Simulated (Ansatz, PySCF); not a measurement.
This triplet lies within 0.05 eV of the relaxed singlet at the level B3LYP/cc-pVTZ // B3LYP-D3(BJ)/def2-TZVP (Ansatz, a quantum-chemistry and plane-wave program).

# C3H3N, SMILES `[C-]#[N+][C]C` (near-degenerate triplet) (charge 0, multiplicity 3)

All values below come from PBE-D3(BJ)/def2-TZVP // B3LYP-D3(BJ)/def2-TZVP in PySCF.

```yaml
highest_occupied_spin_orbital: -5.22 eV
dipole_moment: 4.12 D
total_energy: -4641.16 eV
cost: about 2.9 core-minutes (a rough figure)
```

```xyz
7

C      2.7709    -0.1442    -0.2699
N      1.5871    -0.1943    -0.0571
C      0.3586    -0.3037     0.2706
C     -0.9251     0.0898    -0.3219
H     -0.9681     1.1748    -0.4710
H     -1.7506    -0.1967     0.3288
H     -1.0715    -0.3966    -1.2932
```
Charge 0, spin multiplicity 3.
